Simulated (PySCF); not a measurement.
C₆ coefficients of unlike pairs at B3LYP

Calculated with PySCF 2.14 from the dipole response of each species, C₆(A,B) = (3/π) ∫ α_A(iu) α_B(iu) du, in atomic units, from isotropic polarisabilities. For ions this is the dispersion term alone; charge-induced terms of lower order in 1/R come first.

```
species      configuration                      basis     relativity  α (bohr³)  C₆ (like pair)
   Ti³⁺      [Ar] 3d1 (2D)   def2-TZVPPD (6s6p4d2f1g)           none      2.264           5.733
    Al⁺      [Ne] 3s2 (1S)  def2-QZVPPD (10s6p5d2f1g)           none      23.92           120.5
   Ar²⁺  [Ne] 3s2 3p4 (3P)    aug-cc-pVDZ-DK (5s4p2d)  spin-free X2C      4.695           16.69
```

(1) Estimate C₆ for Al⁺ with Ti³⁺.

No spin-orbit coupling is included.

The other pairs:

```tsv
pair	C₆
Ar²⁺, Ti³⁺	9.534
Ar²⁺, Al⁺	37.54
```

## Answers

(1) The integral gives 19.50. The combination rule 2 C_A C_B / (C_A α_B/α_A + C_B α_A/α_B) gives 19.20 and the geometric mean 26.28.
